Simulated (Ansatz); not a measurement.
`Cl[CH2][GeH2][SeH]` + `C=CCO` → `[OH][GeH2][SeH]` + `C=CCCCl`  (formal exchange of groups at a Ge–C bond)

Computed with Ansatz on PBE0-D4/def2-TZVP structures; ΔE is electronic, products minus reactants. CCSD(T)/CBS adds triple-zeta CCSD(T) − MP2 to the extrapolated MP2 energy (def2 sets, frozen cores). Functionals use def2-TZVPP. For Ge, Se outer-core shells are correlated without core-valence functions, which leaves a few kJ/mol of doubt a bond. Scalar relativity is left out up to krypton. Each species was taken in one conformer, which may not be the lowest.

```csv
level,ΔE (kcal/mol)
PBE0-D4,-23.7
PBE0,-23.8
MP2/def2-TZVPP,-26.2
CCSD/CBS(def2),-24.7
```

What does CCSD(T)/CBS give? (Best estimate.)

Computed: -24.6 kcal/mol. The listed levels differ from it by 0.9, 0.8, -1.6, -0.1 kcal/mol.

Largest T1 diagnostic among the species: 0.011.
